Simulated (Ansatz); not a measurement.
A nudged elastic band was laid between two geometries of CH4OZn + H2 (9 atoms, charge 0, multiplicity 1).

The calculation used RKS B3LYP/def2-SVP in Ansatz.

```
movable images  : 7
climbing image  : yes
spring          : 5.0 eV/Å²
optimiser       : quadratic models (default)
start path      : through a guess of the saddle point
force threshold : 0.05 eV/Å
iteration limit : 60
end points      : relaxed
```

Image 0:

```xyz
9
Properties=species:S:1:pos:R:3
Zn -0.338 0.084 -0.235
O -0.277 0.313 1.543
H -0.356 -0.494 2.068
C -0.386 -0.018 -2.169
H -0.065 -1.012 -2.517
H -1.403 0.169 -2.549
H 0.289 0.733 -2.610
H 2.750 0.049 2.167
H 2.010 0.172 2.016
```

Image 8:

```xyz
9
Properties=species:S:1:pos:R:3
Zn 1.252 0.370 -0.308
O -0.039 -0.040 1.509
H -0.809 -0.624 1.456
C -0.081 0.022 -1.722
H -0.268 -1.060 -1.850
H -1.053 0.493 -1.487
H 0.239 0.409 -2.704
H 2.565 0.690 0.489
H 0.419 -0.265 2.331
```

Q: Which bonds break or form, and what moves?

A: Bonds broken: H8–H9. Bonds formed: Zn1–H8, O2–H9. CH4OZn + H2 becomes CH6OZn.

Q: What energy profile does the band end with?

A: The run converged. The highest image is number 4 of 0 to 8, 21.7 kcal/mol above the first end and 21.8 kcal/mol above the last; the last end lies 0.1 kcal/mol below the first. A vibrational analysis at the climbing image gives one clearly imaginary mode, 1180i cm⁻¹, and a faint second one (23i cm⁻¹) that may be numerical noise or a soft torsion: probably a first-order saddle point. The orbitals stay closed-shell, which can raise the energy where a bond breaks towards radicals; this wasn't checked here.

| image | path coordinate (Å) | energy (kcal/mol) | H8–H9 (Å) | Zn1–H8 (Å) | O2–H9 (Å) |
| --- | --- | --- | --- | --- | --- |
| 0 | 0.00 | 0.0 | 0.76 | 3.91 | 2.34 |
| 1 | 0.73 | 0.1 | 0.77 | 3.75 | 2.35 |
| 2 | 1.46 | 0.6 | 0.77 | 3.32 | 2.31 |
| 3 | 2.19 | 5.6 | 0.78 | 2.54 | 1.91 |
| 4 | 2.91 | 21.7 | 1.01 | 1.91 | 1.28 |
| 5 | 3.54 | 5.4 | 1.62 | 1.63 | 0.99 |
| 6 | 4.16 | 1.4 | 2.13 | 1.58 | 0.97 |
| 7 | 4.79 | 0.3 | 2.58 | 1.58 | 0.97 |
| 8 | 5.41 | -0.1 | 2.99 | 1.57 | 0.97 |

Q: What is the geometry of the highest image?

A: 
```xyz
9
Properties=species:S:1:pos:R:3:forces:R:3
Zn 0.380 0.120 -0.076 0.01 0.00 0.00
O -0.089 0.115 1.845 -0.01 0.00 0.01
H -0.387 -0.695 2.286 0.00 0.00 0.00
C -0.122 -0.015 -1.962 0.00 0.00 0.00
H -0.246 -1.068 -2.260 0.00 0.00 0.00
H -1.075 0.506 -2.148 0.00 0.00 0.00
H 0.650 0.434 -2.606 0.00 0.00 0.00
H 1.942 0.373 1.000 -0.01 0.00 0.00
H 1.172 0.226 1.635 0.01 0.00 0.00
```

The run took 2.7 min on 2 threads of Arm Neoverse V2, on a shared host, peak memory 0.17 GiB.
